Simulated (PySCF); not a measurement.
# Relaxation of singlet [SbI2]+

All numbers come from PySCF, PBE0, basis Sb def2-TZVP with ECP28, I def2-TZVP with ECP28 (scalar-relativistic core potentials, no spin–orbit coupling, density fitting). A (50,194) grid was used.

A hand-made bent start, of C2v symmetry, held to at least that symmetry:

```xyz
3
charge 1 multiplicity 1, angstrom
Sb    0.0000    0.0000   -1.0394
I     2.1916    0.0000    0.4951
I    -2.1916    0.0000    0.4951
```

Q: What forces act on the atoms at the start (eV/Å)?

A: 
```tsv
atom	Fx	Fy	Fz
Sb1	0.00	0.00	0.58
I2	-0.73	0.00	-0.29
I3	0.73	0.00	-0.29
```

Q: What does it relax to?

A: It ends at C2v with Sb–I 2.615 Å (×2); I–Sb–I 102.9° (after a last refinement on a finer grid). A frequency run shows a minimum.

Q: How much energy is released, and in how many steps?

A: 7.3 kJ/mol in 4 steps.

The relaxation took of the order of 70 core-seconds on a shared host.
